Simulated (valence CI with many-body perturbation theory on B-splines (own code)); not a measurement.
## Hyperfine factors and g values of Nd54+

Calculated by valence CI with perturbative core correlation (CI+MBPT): four valence electrons over a frozen Dirac-Fock core [He], a basis of 11 s, 11 p, 9 d, 7 f, 5 g, 2 h, 1 i functions for each j, with the one-electron correlation potential Σ1, the two-electron term Σ2, the three-electron term Σ3, Breit, model QED; selected CI, second order for the rest (own B-spline code, finite nucleus).

The last digits are not significant, and no measured levels were compared; by estimate large intervals hold to a few tenths of a per cent, small ones and those within an open d or f shell to about a per cent. Among the levels kept, up to 280 cm⁻¹ of a level comes from second order outside the variational space, and about a tenth of that is noise between levels of different J, which matters for small intervals.

A/g_I is the dipole constant over the nuclear g factor μ/I (μ in nuclear magnetons, uniformly magnetised nucleus), B/Q the quadrupole constant per barn. Both hold the static response of the core; the bare values leave it out. Large factors of s and p1/2 electrons are usually good to 5 to 10 %; those of open d and f shells near neutrality can be off by tens of per cent, and small factors of p3/2, d and f electrons come from cancelling terms and can be off by a factor of two or in sign, in half-filled shells by more. B is blank for J = 1/2, where it vanishes, and for nearly pure S terms. Energies count from the lowest level. Levels with J = 0 are left out.

Levels are named by their leading jj configuration (3d3/2^4 stands for four electrons in 3d with j = 3/2), which in mixed levels can hold well under half, so a name can repeat and another be missing. Letters in brackets count levels of one name in rising energy.

```
                     Level  E (eV)      g  A/g_I (MHz)  A/g_I bare  B/Q (MHz/b)  B/Q bare
    (2s^2 2p1/2 2p3/2) J=1   538.4  1.480      -230000     -213000       412000    413000
    (2s^2 2p1/2 2p3/2) J=2   555.2  1.155      1080000     1080000       744000    746000
    (2s 2p1/2^2 2p3/2) J=2   755.9  1.538      2640000     2630000       758000    759000
    (2s 2p1/2^2 2p3/2) J=1   824.2  1.098     -1800000    -1750000       503000    504000
        (2s^2 2p3/2^2) J=2  1108.7  1.297       435000      445000        77000     77100
(2s 2p1/2 2p3/2^2) J=2 [a]  1273.7  1.550      1930000     1920000       220000    220000
    (2s 2p1/2 2p3/2^2) J=3  1312.2  1.308      2370000     2350000        -1740     -1770
(2s 2p1/2 2p3/2^2) J=1 [a]  1373.4  1.299     -1720000    -1670000      -370000   -370000
(2s 2p1/2 2p3/2^2) J=2 [b]  1383.6  1.062      -102000      -78400      -150000   -150000
(2s 2p1/2 2p3/2^2) J=1 [b]  1386.9  1.328      5420000     5370000       191000    191000
     (2p1/2^2 2p3/2^2) J=2  1615.4  1.323       398000      419000        71400     71500
          (2s 2p3/2^3) J=2  1893.0  1.422      2700000     2680000      -835000   -836000
          (2s 2p3/2^3) J=1  1958.4  1.183     -1840000    -1790000      -322000   -322000
       (2p1/2 2p3/2^3) J=1  2164.8  1.480      -261000     -229000      -408000   -409000
       (2p1/2 2p3/2^3) J=2  2182.1  1.129      1080000     1080000      -891000   -892000
       (2s^2 2p1/2 3s) J=1  6405.9  1.316      2910000     2880000       -12500    -12600
    (2s^2 2p1/2 3p1/2) J=1  6468.2  0.647      2000000     1990000        -3040     -3040
       (2s 2p1/2^2 3s) J=1  6594.9  1.988      5390000     5330000        21700     21800
    (2s^2 2p1/2 3p3/2) J=2  6645.4  1.154       863000      862000       230000    231000
    (2s^2 2p1/2 3p3/2) J=1  6649.8  1.560        36400       38000        98400     98600
    (2s 2p1/2^2 3p1/2) J=1  6668.9  1.368      4910000     4860000        -3240     -3240
    (2s^2 2p1/2 3d3/2) J=2  6697.1  0.750       828000      824000        51600     52100
    (2s^2 2p1/2 3d3/2) J=1  6720.7  0.850      -476000     -474000        15500     15700
    (2s^2 2p1/2 3d5/2) J=2  6753.1  1.282      -447000     -445000        43400     43800
    (2s^2 2p1/2 3d5/2) J=3  6756.5  1.101       537000      535000        37200     37700
    (2s 2p1/2^2 3p3/2) J=2  6843.0  1.522      2400000     2370000       226000    226000
    (2s 2p1/2^2 3p3/2) J=1  6847.6  1.119     -2180000    -2140000       120000    120000
    (2s 2p1/2^2 3d3/2) J=1  6894.0  0.451     -2250000    -2220000        18800     19000
    (2s 2p1/2^2 3d3/2) J=2  6899.2  1.143      2280000     2250000        38200     38600
    (2s 2p1/2^2 3d5/2) J=3  6947.9  1.347      1580000     1570000        31400     31900
    (2s 2p1/2^2 3d5/2) J=2  6963.3  1.014     -1410000    -1390000        26200     26600
```

Q: Take the isotope of mass number 143, with I = 7/2, μ = -1.065 μN and Q = -0.61 b. What is the hyperfine structure of (2s 2p1/2^2 2p3/2) J=2?

A: From the table A = -804000 MHz, B = -462000 MHz. Shifts from the centre of gravity in MHz: F = 3/2: 6990000, F = 5/2: 5180000, F = 7/2: 2540000, F = 9/2: -1050000, F = 11/2: -5740000.
